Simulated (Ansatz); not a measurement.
Harmonic frequencies (cm⁻¹) at PBE0-D4/def2-TZVP from Ansatz: 18, 86, 202, 246, 337, 371, 492, 494, 639, 944, 971, 1050, 1203, 1253, 1414, 1449, 1486, 1493, 1848, 3042, 3055, 3095, 3110, 3132.

Each molecule was computed in one conformer, which needn't be the lowest.

**Question.** Which molecule is it?
A. `[CH3][In]([CH3])[SH]`
B. `[CH3][In]([CH3])[F]`
C. `ClC[CH2][InH2]`
D. `C[CH2][InH][Cl]`

**Answer.** D.
